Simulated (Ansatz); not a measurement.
Molecule: dibromo(difluoro)silane, sum formula SiBr₂F₂, charge 0, multiplicity 1. 
Structure (B3LYP-D3(BJ)/def2-TZVP (Ansatz, a program for electronic structure) minimum search):
SMILES: Br[Si](F)(Br)F
```xyz
5

F     -0.0035     1.6880    -1.1561
Si    -0.0108     0.6657     0.0470
F     -0.0485     1.5083     1.3815
Br     1.8284    -0.5169    -0.0042
Br    -1.8107    -0.5713    -0.0726
```
Charge 0, spin multiplicity 1.

Total electronic energies in hartree. Correlated levels leave the core frozen unless marked. No spin-orbit coupling. The frozen core is the preceding noble-gas configuration, with the filled d and f shells of earlier blocks. No relativistic terms. CBS(X,Y): correlation extrapolated as X^-3; Hartree-Fock from the larger set.

```tsv
level	program	energy (Eh)
HF/STO-3G	Ansatz	-5571.15842
RI-HF/def2-QZVPP	Ansatz	-5633.10826
r2SCAN-D3(BJ)/def2-TZVPD	Ansatz + dftd3	-5637.70158
r2SCAN-D4/def2-TZVPD	Ansatz + dftd4	-5637.70160
B3LYP-D3(BJ)/def2-TZVPD	Ansatz + dftd3	-5637.91156
PBE0-D3(BJ)/def2-TZVP	Ansatz + dftd3	-5636.92847
PBE0-D4/def2-TZVPD	Ansatz + dftd4	-5636.93125
r2SCANh-D4/def2-TZVPD	Ansatz + dftd4	-5637.68795
MP2/def2-TZVPP	Ansatz	-5633.91659
RI-MP2/def2-TZVPPD	Ansatz	-5633.92345
CCSD/6-31G	Ansatz	-5632.33625
CCSD/def2-SVP	Ansatz	-5632.69762
CCSD/def2-SVPD	Ansatz	-5632.75336
CCSD(T)/CBS(def2-TZVPP,def2-QZVPP)	Ansatz	-5634.2590
CCSD(T)/CBS(def2-TZVPPD,def2-QZVPPD)	Ansatz	-5634.2570
```

Totals of different functionals don't rank their quality; only differences between species are comparable.
